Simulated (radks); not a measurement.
Isoelectronic series with 39 electrons, each ion in its NIST ground configuration. All-electron calculation, Dirac Kohn-Sham, LDA (Slater exchange, Perdew-Wang correlation), spin-unpolarised, spherical densities, finite nucleus; open shells are shared between the two j in proportion to 2j + 1; Fermi nuclear charge, rms radius of each element as measured or else 0.836 A^(1/3) + 0.57 fm. Program: a radial shooting solver on a logarithmic mesh with Libxc functionals. Total energies (hartree) and orbital eigenvalues (hartree):

[
 {"ion": "Nb2+", "configuration": "[Kr] 4d3", "E (hartree)": "-3815.21684", "4d5/2": "-0.70710", "4d3/2": "-0.71450"},
 {"ion": "Tc4+", "configuration": "[Kr] 4d3", "E (hartree)": "-4278.38859", "4d5/2": "-1.80613", "4d3/2": "-1.82053"},
 {"ion": "Rh6+", "configuration": "[Kr] 4d3", "E (hartree)": "-4771.14912", "4d5/2": "-3.23033", "4d3/2": "-3.25394"},
 {"ion": "Ag8+", "configuration": "[Kr] 4d3", "E (hartree)": "-5293.70566", "4d5/2": "-4.94723", "4d3/2": "-4.98264"},
 {"ion": "In10+", "configuration": "[Kr] 4d3", "E (hartree)": "-5846.32151", "4d5/2": "-6.94234", "4d3/2": "-6.99259"},
 {"ion": "Sb12+", "configuration": "[Kr] 4d3", "E (hartree)": "-6429.30420", "4d5/2": "-9.20764", "4d3/2": "-9.27618"},
 {"ion": "I14+", "configuration": "[Kr] 4d3", "E (hartree)": "-7042.99468", "4d5/2": "-11.73810", "4d3/2": "-11.82887"},
 {"ion": "Cs16+", "configuration": "[Kr] 4d3", "E (hartree)": "-7687.7696", "4d5/2": "-14.53039", "4d3/2": "-14.64783"},
 {"ion": "La18+", "configuration": "[Kr] 4d3", "E (hartree)": "-8364.0359", "4d5/2": "-17.58218", "4d3/2": "-17.73126"},
 {"ion": "Pr20+", "configuration": "[Kr] 4d3", "E (hartree)": "-9072.2366", "4d5/2": "-20.89182", "4d3/2": "-21.07807"}
]
